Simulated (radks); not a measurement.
The chlorine anion Cl-, [Ar], held by a Watson sphere: a shell of charge +1.37 at radius R that stands for the Madelung well of a crystal (potential energy -1.37/R inside, -1.37/r outside, in hartree with lengths in bohr). All-electron calculation, scalar-relativistic Kohn-Sham, PBEsol, spin-polarised, spherical densities, point nucleus. Program: a radial shooting solver on a logarithmic mesh with Libxc functionals. Response by self-consistent Sternheimer equations with the Hartree and adiabatic LDA kernel, the relativistic mass of each level held fixed and spin-orbit coupling left out. The sphere does not respond.

| R (bohr) | e(2p) (eV) | e(3s) (eV) | e(3p) (eV) | <r> 3p (bohr) | sum of <r^2> (bohr^2) | X-ray form factor at sin(theta)/lambda = 0.2 1/angstrom | alpha (bohr^3) |
|---|---|---|---|---|---|---|---|
| 2.86 | -191.84 | -22.342 | -10.759 | 1.936 | 34.70 | 12.081 | 20.61 |
| 3.1 | -191.45 | -21.763 | -10.210 | 1.957 | 35.43 | 12.055 | 22.39 |
| 3.42 | -190.91 | -21.058 | -9.525 | 1.979 | 36.27 | 12.032 | 24.75 |
| 3.54 | -190.71 | -20.812 | -9.283 | 1.986 | 36.54 | 12.026 | 25.63 |
| 4.16 | -189.73 | -19.684 | -8.160 | 2.015 | 37.69 | 12.008 | 29.95 |
| 4.25 | -189.60 | -19.538 | -8.014 | 2.018 | 37.83 | 12.007 | 30.55 |
